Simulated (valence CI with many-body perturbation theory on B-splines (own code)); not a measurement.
Ir⁵⁵⁺: magnetic and hyperfine properties of the levels

Calculated by configuration interaction combined with many-body perturbation theory (CI+MBPT): four valence electrons over a frozen Dirac-Fock core [Ar], radial functions for each j: 7 s, 7 p, 8 d, 6 f, 4 g, 1 h, with the one-electron correlation potential Σ1 (screened to all orders), the two-electron term Σ2, the three-electron term Σ3, Breit, model QED; selected single and double excitations, second order for the rest, scaled by the run's own slope (own B-spline code, finite nucleus).

The last digits are not significant, and no measured levels were compared; by estimate large intervals hold to a few tenths of a per cent, small ones and those within an open d or f shell to about a per cent. Excitations out of the core, of the other parity, are not computed and may begin above about 254 eV (a cautious bound); beyond it only levels of the ground parity were kept, without lifetimes. Only levels of the ground parity were solved; by the run's estimate the other parity begins above the list, which can be wrong where configurations are misplaced.

A/g_I is the dipole constant over the nuclear g factor μ/I (μ in nuclear magnetons, uniformly magnetised nucleus), B/Q the quadrupole constant per barn. Both hold the static response of the core; the bare values leave it out. Large factors of s and p1/2 electrons are usually good to 5 to 10 %; those of open d and f shells near neutrality can be off by tens of per cent, and small factors of p3/2, d and f electrons come from cancelling terms and can be off by a factor of two or in sign, in half-filled shells by more. B is blank for J = 1/2, where it vanishes, and for nearly pure S terms. Energies count from the lowest level. Levels with J = 0 are left out.

Levels are named by their leading jj configuration (3d3/2^4 stands for four electrons in 3d with j = 3/2), which in mixed levels can hold well under half, so a name can repeat and another be missing. Letters in brackets count levels of one name in rising energy.

```tsv
Level	E (eV)	g	A/g_I (MHz)	A/g_I bare	B/Q (MHz/b)	B/Q bare
(3d3/2^3 3d5/2) J=1	78.78	1.489	-8780	-7000	21500	21600
(3d3/2^3 3d5/2) J=4	91.13	1.055	73300	73700	8290	8140
(3d3/2^3 3d5/2) J=2	94.93	1.184	50000	50800	69800	70400
(3d3/2^3 3d5/2) J=3	98.38	1.103	66200	66700	56700	57200
(3d3/2^2 3d5/2^2) J=2 [a]	166.89	1.294	18000	19100	37800	38100
(3d3/2^2 3d5/2^2) J=4 [a]	169.53	1.135	58700	59300	-27600	-28000
(3d3/2^2 3d5/2^2) J=3 [a]	171.75	1.180	46400	47200	10800	10900
(3d3/2^2 3d5/2^2) J=5	175.31	1.077	66300	66700	59400	59900
(3d3/2^2 3d5/2^2) J=6	178.18	1.063	70700	71100	75300	75900
(3d3/2^2 3d5/2^2) J=1	181.27	1.052	79400	79700	11600	11700
(3d3/2^2 3d5/2^2) J=3 [b]	184.09	1.053	76300	76700	13600	13800
(3d3/2^2 3d5/2^2) J=4 [b]	184.62	1.026	75700	76000	-18500	-18600
(3d3/2^2 3d5/2^2) J=2 [b]	186.80	1.071	69000	69400	32600	32900
(3d3/2^2 3d5/2^2) J=2 [c]	200.21	0.962	93200	93300	-8580	-8700
(3d3/2^2 3d5/2^2) J=4 [c]	205.85	1.173	51500	52300	113000	114000
(3d3/2^2 3d5/2^2) J=2 [d]	219.58	1.110	66400	67000	-42900	-43200
(3d3/2 3d5/2^3) J=4 [a]	257.59	1.167	47900	48600	-63900	-64600
(3d3/2 3d5/2^3) J=3 [a]	259.10	1.202	36600	37400	4330	4460
(3d3/2 3d5/2^3) J=1 [a]	264.59	1.021	62600	62900	30400	30600
(3d3/2 3d5/2^3) J=5	265.34	1.131	57400	58000	-41400	-41900
(3d3/2 3d5/2^3) J=6	265.77	1.078	65300	65800	83800	84700
(3d3/2 3d5/2^3) J=2 [a]	274.28	1.055	73900	74200	56900	57300
(3d3/2 3d5/2^3) J=3 [b]	276.31	1.084	65000	65400	14100	14300
(3d3/2 3d5/2^3) J=3 [c]	292.44	1.052	71300	71600	93500	94200
(3d3/2 3d5/2^3) J=4 [b]	292.84	1.045	71900	72200	82600	83500
(3d3/2 3d5/2^3) J=1 [b]	293.00	1.390	15500	16900	-48900	-49300
(3d3/2 3d5/2^3) J=2 [b]	297.16	1.107	62300	62800	-120000	-121000
(3d5/2^4) J=4	355.53	1.161	47500	48200	-79200	-79900
(3d5/2^4) J=2	366.30	1.115	49500	50000	57700	58200
```

(1) Take the isotope of mass number 191, with I = 3/2, μ = 0.1502 μN and Q = 0.816 b. What is the hyperfine structure of (3d3/2^2 3d5/2^2) J=3 [a]?

Results:

(1) From the table A = 4650 MHz, B = 8810 MHz. Shifts from the centre of gravity in MHz: F = 3/2: -22600, F = 5/2: -17600, F = 7/2: -4400, F = 9/2: 23100.
